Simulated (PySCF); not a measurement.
Species: C6H14O.
Bonds: C1–C2, C2–O3, O3–C4, C4–C5, C4–C6, C4–C7. Hydrogens: H8, H9, H10 on C1; H11, H12 on C2; H13, H14, H15 on C5; H16, H17, H18 on C6; H19, H20, H21 on C7.

The same species was optimised twice, with GFN2-xTB and with PBE0-D3(BJ)/def2-SVP (PySCF), and the same property calculations (PySCF, gas phase) were run on both structures.

```tsv
coordinate	GFN2-xTB	PBE0-D3(BJ)/def2-SVP	change
C1–C2 (Å)	1.522	1.511	-0.011
C2–O3 (Å)	1.410	1.400	-0.010
C4–C5 (Å)	1.532	1.523	-0.009
C4–C6 (Å)	1.535	1.529	-0.006
C4–C7 (Å)	1.535	1.529	-0.006
O3–C4 (Å)	1.426	1.423	-0.003
C6–C4–C7 (°)	109.8	110.7	+0.9
O3–C4–C7 (°)	112.0	111.1	-0.9
O3–C4–C6 (°)	112.0	111.1	-0.9
C5–C4–C6 (°)	109.5	110.1	+0.6
C2–O3–C4 (°)	118.3	118.9	+0.6
C5–C4–C7 (°)	109.7	110.1	+0.4
C1–C2–O3 (°)	107.6	107.9	+0.3
O3–C4–C5 (°)	103.7	103.7	0.0
C1–C2–O3–C4 (°)	180	180	0
C2–O3–C4–C5 (°)	180	180	0
```

Rotational constants: A = 4113, B = 1561, C = 1532 MHz (GFN2-xTB) against A = 4107, B = 1574, C = 1548 MHz (PBE0-D3(BJ)/def2-SVP). Point groups within 0.08 Å: Cs and Cs.

On the GFN2-xTB structure: HOMO (eV) -7.17 [PBE0/pcSseg-1]; LUMO (eV) 1.42 [PBE0/pcSseg-1]; dipole (D) 1.21 [PBE0/pcSseg-1]; GIAO shielding of C1 (ppm) 168.3 [PBE0/pcSseg-1]; GIAO shielding of C2 (ppm) 126.4 [PBE0/pcSseg-1]; GIAO shielding of O3 (ppm) 245.9 [PBE0/pcSseg-1]; GIAO shielding of C4 (ppm) 112.4 [PBE0/pcSseg-1]; GIAO shielding of C5/C6/C7 (mean) (ppm) 157.4 [PBE0/pcSseg-1].

Task: What do these properties become on the PBE0-D3(BJ)/def2-SVP structure?

Result: 
| property | level | on GFN2-xTB | on PBE0-D3(BJ)/def2-SVP | change |
| --- | --- | --- | --- | --- |
| HOMO (eV) | PBE0/pcSseg-1 | -7.17 | -7.17 | 0.00 |
| LUMO (eV) | PBE0/pcSseg-1 | 1.42 | 1.38 | -0.04 |
| dipole (D) | PBE0/pcSseg-1 | 1.21 | 1.19 | -0.02 |
| energy, GFN2-xTB geometry as zero (kcal/mol) | PBE0/pcSseg-1 | 0.0 | -0.5 | -0.5 |
| GIAO shielding of C1 (ppm) | PBE0/pcSseg-1 | 168.3 | 166.3 | -2.0 |
| GIAO shielding of C2 (ppm) | PBE0/pcSseg-1 | 126.4 | 127.3 | +0.9 |
| GIAO shielding of O3 (ppm) | PBE0/pcSseg-1 | 245.9 | 248.3 | +2.4 |
| GIAO shielding of C4 (ppm) | PBE0/pcSseg-1 | 112.4 | 113.7 | +1.3 |
| GIAO shielding of C5/C6/C7 (mean) (ppm) | PBE0/pcSseg-1 | 157.4 | 156.0 | -1.4 |

The heavy atoms differ by 0.013 Å rms after alignment. Among bonds between heavy atoms C1–C2 and C2–O3 change most and about equally (-0.011 to -0.010 Å). Changes are differences of the printed values. Neither structure is proved a minimum here.

Conformer computed: `[CH3:1][CH2:2][O:3][C:4]([CH3:5])([CH3:6])[CH3:7]`: C1–C2–O3–C4 180°, C2–O3–C4–C5 180°.
